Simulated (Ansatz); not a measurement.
Reaction (redistribution): `C[O][GaH][SH]` + `C1N[SiH2]1` → `C[O][GaH2]` + `SC1N[SiH2]1`

Isolated molecules relaxed with PBE0-D4/def2-TZVP in Ansatz; ΔE leaves out vibrations. CBS: MP2 limit from def2 TZ/QZ plus the TZ coupled-cluster correction, frozen cores. Functionals use def2-TZVPP. For Ga outer-core shells are correlated without core-valence functions, which leaves a few kJ/mol of doubt a bond. Scalar relativity is left out up to krypton. Each species was taken in one conformer, which may not be the lowest.

| species | RPA@PBE/def2-TZVPP energy (Eh) |
| --- | --- |
| `C[O][GaH][SH]` | -2437.78849 |
| `C1N[SiH2]1` | -384.98242 |
| `C[O][GaH2]` | -2039.93069 |
| `SC1N[SiH2]1` | -782.79160 |

Question: Work out ΔE.

Answer: ΔE = (-2039.93069) + (-782.79160) − (-2437.78849) − (-384.98242) = 0.04862 Eh = +1.32 eV. CCSD(T)/CBS gives +1.37 eV.

Largest T1 diagnostic among the species: 0.015.

In def2-TZVPP, CCSD(T) changes the Hartree–Fock value by −0.07 eV (the triples alone add −0.02 eV) and MP2 by −0.07 eV. Leaving LDA and LC-ωPBE aside and taking each functional with its dispersion term where it has one, the values, not all of them listed here, spread over 0.14 eV, from revPBE-D4 to r2SCAN0-D4. LDA lies −0.06 eV from PBE without D4. From BLYP to BHLYP (50 % exact exchange), in def2-TZVPP and without D4, ΔE moves by +0.08 eV.
